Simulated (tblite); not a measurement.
Compound: C₂H₁₂NOSi₃ (doublet state).
Numbering: `[CH2:1][N:2]([CH3:3])[Si@H:4]([SiH3:5])[O:6][SiH3:7]` (hydrogens: H8, H9 on C1; H10, H11, H12 on C3; H13 on Si4; H14, H15, H16 on Si5; H17, H18, H19 on Si7)

Structure optimised with GFN2-xTB, isolated species. This method treats the open shell by occupation alone, without spin polarisation.

Question: List the bond lengths, angles and torsions at this level.

Answer: 
```json
{"bond": "C1–N2", "length (Å)": "1.370", "order": "single"}
{"bond": "N2–C3", "length (Å)": "1.442", "order": "single"}
{"bond": "N2–Si4", "length (Å)": "1.744", "order": "single"}
{"bond": "Si4–Si5", "length (Å)": "2.292", "order": "single"}
{"bond": "Si4–O6", "length (Å)": "1.627", "order": "single"}
{"bond": "O6–Si7", "length (Å)": "1.617", "order": "single"}
{"bond": "C1–H8", "length (Å)": "1.072", "order": "single"}
{"bond": "C1–H9", "length (Å)": "1.069", "order": "single"}
{"bond": "C3–H10, C3–H11, C3–H12", "length (Å)": "1.092", "order": "single"}
{"bond": "Si4–H13", "length (Å)": "1.477", "order": "single"}
{"bond": "Si5–H14, Si5–H15, Si5–H16", "length (Å)": "1.469", "order": "single"}
{"bond": "Si7–H17, Si7–H18, Si7–H19", "length (Å)": "1.462", "order": "single"}
```

Bonds in one row agree within 0.01 Å and their mean is given. Orders are formal, as drawn. A selection of angles:
```json
{"angle": "N2–C1–H8", "degrees": "119.0"}
{"angle": "N2–C1–H9", "degrees": "117.9"}
{"angle": "H8–C1–H9", "degrees": "120.7"}
{"angle": "C1–N2–C3", "degrees": "115.2"}
{"angle": "C1–N2–Si4", "degrees": "121.7"}
{"angle": "C3–N2–Si4", "degrees": "122.3"}
{"angle": "N2–C3–H10", "degrees": "110.9"}
{"angle": "N2–C3–H11", "degrees": "110.3"}
{"angle": "H10–C3–H11", "degrees": "108.0"}
{"angle": "H10–C3–H12", "degrees": "108.5"}
{"angle": "N2–Si4–Si5", "degrees": "110.7"}
{"angle": "N2–Si4–O6", "degrees": "108.1"}
{"angle": "N2–Si4–H13", "degrees": "109.3"}
{"angle": "Si5–Si4–O6", "degrees": "108.0"}
{"angle": "Si5–Si4–H13", "degrees": "118.9"}
{"angle": "O6–Si4–H13", "degrees": "101.0"}
{"angle": "Si4–Si5–H14", "degrees": "111.1"}
{"angle": "Si4–Si5–H15", "degrees": "115.6"}
{"angle": "H14–Si5–H15", "degrees": "105.2"}
{"angle": "Si4–O6–Si7", "degrees": "160.9"}
{"angle": "O6–Si7–H17", "degrees": "104.4"}
{"angle": "O6–Si7–H18", "degrees": "107.4"}
{"angle": "O6–Si7–H19", "degrees": "108.8"}
{"angle": "H17–Si7–H18", "degrees": "112.4"}
```

Dihedral angles: C1–N2–Si4–Si5 160° (antiperiplanar); N2–Si4–O6–Si7 5° (synperiplanar).

C1 (carbon bonded to N and 2 H) is almost planar (angles 120.7°, 119.0° and 117.9°, sum 357.6°, 0.10 Å off the plane of its three neighbours). Si5 (silicon bonded to Si and 3 H) is distorted tetrahedral (angles from 105.2° to 115.6°). Si4 (silicon bonded to N, O, Si and H) is distorted tetrahedral (angles from 101.0° to 118.9°). N2 (nitrogen bonded to 2 C and Si) is almost planar (angles 122.3°, 121.7° and 115.2°, sum 359.2°, 0.08 Å off the plane of its three neighbours). Si7 (silicon bonded to O and 3 H) is distorted tetrahedral (angles from 104.4° to 112.4°). Of the pairs four or more bonds apart, Si5···H12 is among the closest relative to their van der Waals radii: 2.82 Å, 86 % of the sum of Bondi's values. The 2 C–N bonds span 1.370 Å (C1–N2, drawn single) to 1.442 Å (N2–C3, drawn single), a spread of 0.072 Å.

Point group: C1 (no symmetry element, even within 0.4 Å). Its GFN2-xTB frequencies are all real (lowest 27 cm⁻¹). Torsions: H–C1–N2–C3 15° and 177°, C1–N2–Si4–Si5 160°, N2–Si4–O6–Si7 5°. 3 starts were optimised and ended at 0.00, 0.14 and 0.15 kcal/mol (GFN2-xTB); the lowest of these is shown.

One conformer stands for the species.

The numbers are calculated, not measured.
